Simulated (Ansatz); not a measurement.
`[CH3][Ga]([CH3])[SiH3]` + `NC(O)(O)F` → `OC(O)(F)N[SiH3]` + `[CH3][GaH][CH3]`  (cleavage of the Si–Ga bond)

Computed with Ansatz on PBE0-D4/def2-TZVP structures; ΔE is electronic, products minus reactants. CCSD(T)/CBS adds triple-zeta CCSD(T) − MP2 to the extrapolated MP2 energy (def2 sets, frozen cores). For Ga outer-core shells are correlated without core-valence functions, which leaves a few kJ/mol of doubt a bond. Scalar relativity is left out up to krypton. One conformer a species, not always the lowest.

| species | CCSD(T)/CBS(def2) energy (Eh) |
| --- | --- |
| `[CH3][Ga]([CH3])[SiH3]` | -2294.54336 |
| `NC(O)(O)F` | -345.31744 |
| `OC(O)(F)N[SiH3]` | -635.61324 |
| `[CH3][GaH][CH3]` | -2004.25596 |

**Question.** Work out ΔE.

**Answer.** ΔE = (-635.61324) + (-2004.25596) − (-2294.54336) − (-345.31744) = -0.00840 Eh = -5.3 kcal/mol.

Largest T1 diagnostic among the species: 0.012.

From PBE to PBE0 (25 % exact exchange), in def2-TZVPP and without D4, ΔE moves by −1.5 kcal/mol. In def2-TZVPP, CCSD(T) changes the Hartree–Fock value by +3.5 kcal/mol (the triples alone add +0.4 kcal/mol) and MP2 by +1.7 kcal/mol.
